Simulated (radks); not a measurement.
All-electron atom: Cl4+ in [Ne] 3s2 3p1.

Calculated with a radial shooting solver on a logarithmic mesh with Libxc functionals: scalar-relativistic Kohn-Sham, r2SCAN, spin-polarised, spherical densities, finite nucleus; open shells are filled with parallel spins first; meta-GGA in the generalised Kohn-Sham scheme; Fermi nuclear charge, rms radius 3.3654 fm.

Energy parts (hartree):
| part | energy |
|---|---|
| total | -456.81245 |
| kinetic | 459.01431 |
| electron-nucleus | -1059.36597 |
| Hartree | 170.01148 |
| exchange-correlation | -26.47227 |

Orbitals (lengths in bohr, moments of r in powers of bohr):
| orbital | occ. | eigenvalue (hartree) | <1/r> | <r^2> | <r^4> | <r> |
|---|---|---|---|---|---|---|
| 1s up | 1 | -104.0909 | 16.68 | 0.01114 | 0.0003211 | 0.09096 |
| 1s down | 1 | -104.0778 | 16.68 | 0.01113 | 0.0003210 | 0.09095 |
| 2s up | 1 | -11.82749 | 3.334 | 0.2309 | 0.09585 | 0.4410 |
| 2s down | 1 | -11.81928 | 3.333 | 0.2307 | 0.09533 | 0.4409 |
| 2p up | 3 | -9.51588 | 3.221 | 0.2031 | 0.08757 | 0.4041 |
| 2p down | 3 | -9.50015 | 3.220 | 0.2028 | 0.08695 | 0.4040 |
| 3s up | 1 | -2.77281 | 1.019 | 2.094 | 6.684 | 1.357 |
| 3s down | 1 | -2.67820 | 1.017 | 2.107 | 6.802 | 1.360 |
| 3p up | 1 | -2.21989 | 0.9348 | 2.401 | 9.083 | 1.445 |
| 3p down | 0 | -2.13163 | 0.9316 | 2.420 | 9.238 | 1.450 |

The highest occupied level is 3p up at -60.406 eV. Spin moment in Bohr magnetons: 1. The spin density at the nucleus is -0.0167 e/bohr^3 (1s -0.2736, 2s 0.1919, 3s 0.0649).
